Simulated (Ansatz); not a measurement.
Consider the formal exchange of groups at the Al–C bond: `[CH3][Al]([Cl])[Br]` + `CCC(C)CS` → `[SH][Al]([Cl])[Br]` + `CCC(C)CC`.

Computed with Ansatz on PBE0-D4/def2-TZVP structures; ΔE is electronic, products minus reactants. CBS: MP2 limit from def2 TZ/QZ plus the TZ coupled-cluster correction, frozen cores. DFT in def2-TZVPP. B3LYP here is the variant with VWN-RPA as its local correlation; programs differ in this. For Br outer-core shells are correlated without core-valence functions, which leaves a few kJ/mol of doubt a bond. Scalar relativity is left out up to krypton. One conformer a species, not always the lowest.

| level | ΔE (kJ/mol) |
| --- | --- |
| r2SCAN-D4 | -103.9 |
| PBE0-D4 | -103.0 |
| B3LYP | -99.5 |
| CCSD(T)/def2-TZVPP | -105.5 |

Q: What does CCSD(T)/CBS give? (An estimate is asked.)

A: Computed: -104.9 kJ/mol. The listed levels differ from it by 1.0, 1.9, 5.4, -0.6 kJ/mol.

Largest T1 diagnostic among the species: 0.009.

From PBE to PBE0 (25 % exact exchange), in def2-TZVPP and without D4, ΔE moves by −4.8 kJ/mol. In def2-TZVPP, CCSD(T) changes the Hartree–Fock value by +5.6 kJ/mol (the triples alone add +1.3 kJ/mol) and MP2 by +4.9 kJ/mol.
